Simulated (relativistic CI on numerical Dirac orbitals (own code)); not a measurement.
**Sensitivity of the levels of Zr¹²⁺ to α and to the nuclear radius**

Calculated at this level of theory: Dirac-Coulomb-Breit CI, KLI orbitals optimised for each configuration, derivatives by finite differences, unscaled Slater integrals, QED left out (own radial code, finite nucleus).

CI space (outside the closed core [Ar]): 3d10, 3d9 4s, 3d9 4p, 3d9 4d, 3d8 4s2, 3d8 4s 4p, 3d9 4f, 3d8 4p2. Levels of other configurations are missing.

With x = (α/α₀)² − 1 an excitation energy changes as ω = ω₀ + qx; K = 2q/ω₀ is the relative enhancement. Terms are leading LS components, so labels can repeat. The field-shift factor is F = δν/δ⟨r²⟩ for the transition from the lowest level.

Lowest level 3d10 1S_0.

```tsv
Level	ω₀ (cm⁻¹)	q (cm⁻¹)	F (GHz/fm²)
3d9 4s 3D_3	1313559	-61710	32.7
3d9 4s 3D_2	1318044	-60470	32.6
3d9 4s 3D_1	1333457	-41990	32.9
3d9 4s 1D_2	1338127	-42820	32.7
3d9 4p 3P°_2	1521606	-49630	5.19
3d9 4p 3F°_3	1527728	-52340	5.22
3d9 4p 3F°_2	1543766	-33000	5.3
3d9 4p 3P°_1	1543789	-26430	5.13
3d9 4p 3F°_4	1547054	-27720	4.96
3d9 4p 1D°_2	1557431	-30510	5.03
3d9 4p 3P°_0	1558334	-7902	5.07
3d9 4p 3D°_3	1560622	-27410	4.97
3d9 4p 1P°_1	1562636	-30100	5.19
3d9 4p 3F°_3	1571632	-8968	5.08
3d9 4p 3D°_1	1576128	-12140	5.07
3d9 4p 3D°_2	1579611	-9140	5.09
3d9 4d 3S_1	1874113	-21590	5.51
3d9 4d 3G_4	1889268	-24880	5.5
3d9 4d 3G_5	1890458	-21420	5.51
3d9 4d 3P_2	1891153	-24070	5.51
3d9 4d 1P_1	1891760	-22530	5.51
3d9 4d 3D_3	1896036	-23430	5.51
3d9 4d 3G_3	1899302	-19680	5.53
```

At this charge energies of transitions that change n are usually good to better than 1 %, and those within a shell (Δn = 0) to a few per cent.

Problem. Which transition from the lowest level has the largest |K|?

Solution. 3d9 4s 3D_3 at 1313559 cm⁻¹, K = -0.094.
